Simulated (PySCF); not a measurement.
## BeIn⁺: frontier orbitals

PBE0 at R = 3.014 Å; Be cc-pVDZ, In cc-pVDZ-PP with ECP28; scalar-relativistic core potentials (PySCF 2.14). State: ¹Σ⁺ (singlet), closed shell. Only the outer orbitals are listed, counted within each symmetry, core potentials removing the inner ones.

```csv
orbital,occ.,ε (eV),on Be (%),main shells (%)
1δ,2,-27.07,0,100 In d
1δ,2,-27.07,0,100 In d
2π,2,-26.99,0,100 In d
2π,2,-26.99,0,100 In d
4σ,2,-26.97,0,100 In d
5σ,2,-15.14,11,"88 In s, 8 Be s"
6σ,2,-11.51,77,"77 Be s, 12 In p, 10 In s"
7σ,0,-7.33,55,"44 In p, 41 Be p, 14 Be s"
3π,0,-7.16,23,"76 In p, 23 Be p"
3π,0,-7.16,23,"76 In p, 23 Be p"
```

Problem. Which are the highest filled and the lowest empty level, where do they sit, and how wide is the gap?

Solution. Highest filled 6σ at -11.51 eV (in %: 77 Be s, 12 In p, 10 In s); lowest empty 7σ at -7.33 eV (in %: 44 In p, 41 Be p, 14 Be s); the gap at PBE0 is 4.18 eV.

```json
{
  "bond order (Mayer)": "0.52",
  "⟨S²⟩": "0.000",
  "charge on Be (Mulliken, basis-dependent)": "0.24",
  "charge on Be (Löwdin, basis-dependent)": "0.34",
  "dipole moment (positive dipole points towards In; it is taken about the centre of mass and depends on that origin)": "-3.85 D",
  "polarisability along the bond": "119.1 bohr³",
  "polarisability across the bond": "51.9 bohr³"
}
```

Closed-shell solutions of metal pairs were not tested for spin polarisation, which can lower them a little. Spin–orbit coupling is left out.
